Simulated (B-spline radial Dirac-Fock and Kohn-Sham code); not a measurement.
# Anomalous scattering factors of Rb, 23.52 keV to 65.3 keV

Level of theory: the dispersion relation over Dirac-Hartree-Slater subshell photoionisation cross sections, with the Kissel-Pratt high-energy constant (isolated atom, no bound-bound lines or fine structure); an atomic code on a B-spline grid. The forward scattering factor is f₀ + f′ + i f″.

Input file task.json (cfg lists n, l and occupation; rrms is the nuclear radius in fm):

```json
{"items": [{
  "Z": 37,
  "q": 0,
  "cfg": [[1, 0, 2], [2, 0, 2], [2, 1, 6], [3, 0, 2], [3, 1, 6], [3, 2, 10], [4, 0, 2], [4, 1, 6], [5, 0, 1]],
  "A": 85,
  "rrms": 4.2036,
  "do": "dispersion",
  "hv": [797.7, 942.5, 1000.0, 1182.0, 1251.0, 1253.6, 1486.9, 2000.0, 2154.0, 2306.0, 2702.0, 2984.4, 3177.0, 4000.0, 4510.9, 5198.0, 5414.7, 6000.0, 6403.9, 6930.3, 7542.0, 7974.0, 8047.8, 8568.0, 9251.7, 12000.0, 14480.0, 15000.0, 16180.0, 17479.3, 22162.9, 23180.0, 23520.0, 24209.8, 25860.0, 28630.0, 30000.0, 31190.0, 33680.0, 35240.0, 38510.0, 40000.0, 55340.0, 65300.0],
  "edges": {"K": 15200.0, "L1": 2065.0, "L2": 1864.0, "L3": 1804.0, "M1": 326.7, "M2": 248.7, "M3": 239.1, "M4": 113.0, "M5": 112.0}
}]}
```

Launch: `python xray2_run.py task.json out`

No edge lies in or near this range.

| hν (eV) | λ (Å) | f′ (e) | f″ (e) | tabulated f′ | tabulated f″ |
| --- | --- | --- | --- | --- | --- |
| 23520 | 0.5271 | 0.115 | 1.825 | 0.11 | 1.80 |
| 24209.8 | 0.5121 | 0.150 | 1.737 | 0.14 | 1.72 |
| 25860 | 0.4794 | 0.208 | 1.550 | 0.20 | 1.53 |
| 28630 | 0.4331 | 0.258 | 1.297 | 0.25 | 1.28 |
| 30000 | 0.4133 | 0.269 | 1.194 | 0.26 | 1.18 |
| 31190 | 0.3975 | 0.274 | 1.114 | 0.27 | 1.10 |
| 33680 | 0.3681 | 0.274 | 0.971 | 0.27 | 0.95 |
| 35240 | 0.3518 | 0.270 | 0.894 | 0.26 | 0.88 |
| 38510 | 0.3220 | 0.255 | 0.761 | 0.25 | 0.74 |
| 40000 | 0.3100 | ? | ? | ? | ? |
| 55340 | 0.2240 | 0.149 | 0.386 | 0.14 | 0.38 |
| 65300 | 0.1899 | 0.098 | 0.281 | 0.09 | 0.28 |

**Question.** What are f′ and f″ at 40000 eV?

**Answer.** f′ = 0.246 and f″ = 0.709 electrons (tables: 0.24 and 0.69). By the optical theorem f″ corresponds to a photoabsorption cross section 2 rₑ λ f″ = 1240 b.

Tabulated f′: xraylib 4.2 anomalous scattering factors (Cullen et al., EPDL97); f″: Chantler's tables (J. Phys. Chem. Ref. Data 1995 and 2000). Both are theoretical tables.

Values without a named source are computed, but for edge energies of neutral atoms, which are taken from tables.
